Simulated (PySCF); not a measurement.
Precursor series Zn H-SH. Gas-phase values, no solvent. One relaxed conformer stands for each flexible species; it need not be the lowest.

The charge on the central atom (meta-Löwdin) from two functionals at the same geometries (PBE-D3(BJ)/def2-SVP), both in PySCF: PBE-D3(BJ)/def2-TZVP and B3LYP-D3(BJ)/def2-TZVP. B3LYP has the VWN-RPA correlation part, as in Gaussian. 

```json
[
 {"species": "0 of 2 H replaced by SH ([Zn(H)2])", "PBE-D3(BJ)/def2-TZVP (e)": "0.83", "B3LYP-D3(BJ)/def2-TZVP (e)": "0.87"},
 {"species": "1 of 2 H replaced by SH ([Zn(H)(SH)])", "PBE-D3(BJ)/def2-TZVP (e)": "0.92", "B3LYP-D3(BJ)/def2-TZVP (e)": "0.96"},
 {"species": "2 of 2 H replaced by SH ([Zn(SH)2])", "PBE-D3(BJ)/def2-TZVP (e)": "1.05", "B3LYP-D3(BJ)/def2-TZVP (e)": "1.08"}
]
```

Over these rows, drawn at random from the members with no instability flagged (it was tested for open shells, ions and some series alone), PBE minus B3LYP-D3(BJ): mean -0.04 e, from -0.04 e to -0.04 e.
